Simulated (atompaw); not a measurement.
**Reading a pseudo-wave (Pd)**

Columns: radius, all-electron u(r) and pseudo u(r) of the 4d shell (level -4.31 eV) of palladium in the configuration [Kr] 4d10 5s0 5p0; LDA (PW92), scalar-relativistic, PAW (atompaw) scheme, atompaw 4.2.0.5.

| r (bohr) | all-electron | pseudo |
| --- | --- | --- |
| 0.115 | -0.2353 | 0.0028 |
| 0.231 | -0.4157 | 0.0215 |
| 0.346 | -0.2598 | 0.0676 |
| 0.462 | 0.0407 | 0.1470 |
| 0.577 | 0.3333 | 0.2550 |
| 0.692 | 0.5606 | 0.3814 |
| 0.808 | 0.7129 | 0.5119 |
| 0.923 | 0.7978 | 0.6279 |
| 1.038 | 0.8333 | 0.7165 |
| 1.154 | 0.8347 | 0.7702 |
| 1.269 | 0.8143 | 0.7872 |
| 1.385 | 0.7805 | 0.7736 |
| 1.500 | 0.7398 | 0.7397 |
| 1.615 | 0.6960 | 0.6964 |
| 1.731 | 0.6510 | 0.6510 |
| 1.846 | 0.6073 | 0.6073 |
| 1.962 | 0.5648 | 0.5648 |
| 2.077 | 0.5249 | 0.5249 |
| 2.192 | 0.4873 | 0.4873 |
| 2.308 | 0.4520 | 0.4520 |
| 2.423 | 0.4193 | 0.4193 |
| 2.538 | 0.3890 | 0.3890 |
| 2.654 | 0.3607 | 0.3607 |
| 2.769 | 0.3347 | 0.3347 |
| 2.885 | 0.3104 | 0.3104 |
| 3.000 | 0.2881 | 0.2881 |

(1) How many radial nodes do the two functions have?

(2) At about which radius was the pseudo-wave matched?

(3) Is the pseudo-wave norm-conserving?

Results:

(1) The all-electron 4d function has n − l − 1 = 1; the pseudo-wave has 0, since the states of the same l below it are removed with the core.

(2) 1.75 bohr. The columns agree to 0.0005 from 1.50 bohr on; several derivatives are matched, so the curves merge somewhat inside the radius.

(3) No, it belongs to a PAW set: the norm inside the radius is not constrained, and the difference is carried by the augmentation charge.
